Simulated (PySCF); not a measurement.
From one molecule to another.

First species: C8H6FN3.
Numbering: `[F:1][c:2]1[cH:3][cH:4][cH:5][cH:6][c:7]1-[n:8]1[n:9][cH:10][cH:11][n:12]1` (hydrogens: H13 on C3; H14 on C4; H15 on C5; H16 on C6; H17 on C10; H18 on C11)

Geometry (GFN2-xTB, Å), atoms numbered from 1 in this order:
```xyz
18
C8H6FN3 angstrom
F     -0.4484   -2.3471    0.4021
C     -0.9778   -1.1394    0.1546
C     -2.3546   -1.0372    0.0618
C     -2.9379    0.1915   -0.1908
C     -2.1417    1.3147   -0.3511
C     -0.7678    1.2118   -0.2614
C     -0.1648   -0.0177   -0.0051
N      1.2233   -0.0829    0.0810
N      1.8947   -1.1884    0.3182
C      3.1604   -0.8229    0.3168
C      3.2119    0.5562    0.0664
N      1.9757    0.9917   -0.0770
H     -2.9488   -1.9280    0.1911
H     -4.0116    0.2696   -0.2614
H     -2.5934    2.2745   -0.5469
H     -0.1303    2.0723   -0.3850
H      3.9494   -1.5251    0.4852
H      4.0529    1.2128   -0.0100
```

Second species: C6H7ClN2O.
Bonds: C1–C2, C2–O3 (double), C2–C4, C4–C5 (aromatic), C5–N6 (aromatic), N6–C7, N6–N8 (aromatic), N8–C9 (aromatic), C9–Cl10, C4–C9 (aromatic). Hydrogens: H11, H12, H13 on C1; H14 on C5; H15, H16, H17 on C7.

Levels: PBE0/pcSseg-1 for dipole moment, HOMO energy, LUMO energy and HOMO–LUMO gap; GFN2-xTB for rotational constant A and rotational constant C. Geometries: GFN2-xTB. Each structure is a single optimised conformer of the isolated species, non-relativistic unless stated. Electronic properties by PySCF.

Dipoles, sizes and rotational constants follow the conformer. The torsions of the flexible species, by atom-mapped SMILES:
- `[F:1][c:2]1[cH:3][cH:4][cH:5][cH:6][c:7]1-[n:8]1[n:9][cH:10][cH:11][n:12]1`: C6–C7–N8–N9 180°
- `[CH3:1][C:2](=[O:3])[c:4]1[cH:5][n:6]([CH3:7])[n:8][c:9]1[Cl:10]`: C1–C2–C4–C5 180°

(1) Which of the two has the higher HOMO–LUMO gap, and by how much?

(2) Which has the higher rotational constant C?

(3) Which has the higher dipole moment?

(4) Which has the higher rotational constant A?

(5) Which of the two has the higher LUMO energy, and by how much?

(6) Which of the two has the higher HOMO energy, and by how much?

Results:

(1) The second: 6.21 eV against 5.65 eV, a difference of 0.56 eV.

(2) The second: 0.611 GHz against 0.555 GHz, a difference of 0.056 GHz.

(3) The second: 2.99 D against 1.26 D, a difference of 1.73 D.

(4) The first: 2.192 GHz against 1.484 GHz, a difference of 0.708 GHz.

(5) The second: -1.11 eV against -1.31 eV, a difference of 0.20 eV.

(6) The first: -6.96 eV against -7.32 eV, a difference of 0.36 eV.

On the first: In atomic units the dipole is 0.50 e·bohr (1 au = 2.5417 D).

On the second: In atomic units the dipole is 1.17 e·bohr (1 au = 2.5417 D). GFN2-xTB frequencies show an imaginary mode (37i cm⁻¹), so this geometry is no minimum at that level.
